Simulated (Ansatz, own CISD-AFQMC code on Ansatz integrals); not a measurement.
C2H3B, SMILES `B=C=C` (charge 0, multiplicity 1).

Cartesian coordinates (Å):
```xyz
6

B      1.5528    -0.0679    -0.4952
C      0.2051    -0.0088    -0.3721
C     -1.1045     0.0482    -0.2529
H      2.7138    -0.1184    -0.6006
H     -1.6731     0.9438    -0.5003
H     -1.6942    -0.7969     0.1001
```
Charge 0, spin multiplicity 1.

Frozen-core correlation energies in cc-pVDZ at a geometry from B3LYP-D3(BJ)/def2-TZVP, on an HF energy of -102.06298 Ha (<S^2> = 0.00, restricted and unstable towards unrestricted orbitals). Wave-function levels are from Ansatz, the walk from an own CISD-AFQMC code on Ansatz integrals (time step 0.005/Ha, trial state from CCSD amplitudes, largest double 0.11).

```csv
level,correlation energy (mHa)
MP2,-331.0
CCSD,-363.0
CCSD(T),-378.7
CCSDT(Q),-380.9
```

**Question.** What correlation energy does phaseless AFQMC give, and where does it lie among these levels?

**Answer.** -379.6 ± 0.4 mHa (one standard error). AFQMC minus each level: MP2 -48.7 mHa, CCSD -16.6 mHa, CCSD(T) -0.9 mHa, CCSDT(Q) +1.3 mHa.
